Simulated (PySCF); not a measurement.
## Polarisability and C₆ of Ir²⁺ (iridium, charge +2)

[Xe] 4f14 5d7, high-spin 4F determinant. All numbers are calculated (PySCF 2.14, scalar relativity by spin-free X2C-1e, in ANO-RCC-VTZP (8s7p5d3f1g, 84 functions)). Coupled (time-dependent) response in atomic units; α is the mean over directions. The basis has no added diffuse functions, which lowers α and C₆.

```
method  mean α (bohr³)  C₆ (like pair)  S(−4)
 M06-L           9.616           62.56  25.61
```

S(−4) is the Cauchy moment in α(ω) = α(0) + S(−4) ω² + …

Spin-orbit coupling is absent.

α(iu) at M06-L:

```json
{"u (hartree)": "0", "α(iu) (bohr³)": "9.616"}
{"u (hartree)": "0.0500", "α(iu) (bohr³)": "9.553"}
{"u (hartree)": "0.100", "α(iu) (bohr³)": "9.373"}
{"u (hartree)": "0.200", "α(iu) (bohr³)": "8.766"}
{"u (hartree)": "0.300", "α(iu) (bohr³)": "8.023"}
{"u (hartree)": "0.500", "α(iu) (bohr³)": "6.649"}
{"u (hartree)": "0.750", "α(iu) (bohr³)": "5.352"}
{"u (hartree)": "1.00", "α(iu) (bohr³)": "4.390"}
{"u (hartree)": "1.50", "α(iu) (bohr³)": "3.058"}
{"u (hartree)": "2.00", "α(iu) (bohr³)": "2.218"}
{"u (hartree)": "3.00", "α(iu) (bohr³)": "1.299"}
{"u (hartree)": "5.00", "α(iu) (bohr³)": "0.5950"}
```

A single London oscillator, α(iu) = α/(1 + u²/ω²), gives C₆ = (3/4) ω α². Matching the computed C₆ needs ω = 4 × 62.56 / (3 × 9.616²) = 0.902 hartree.

For an ion, C₆ is the dispersion term alone; charge-induced terms of lower order in 1/R come first.

Spin-orbit coupling, absent here, splits the open shell strongly.
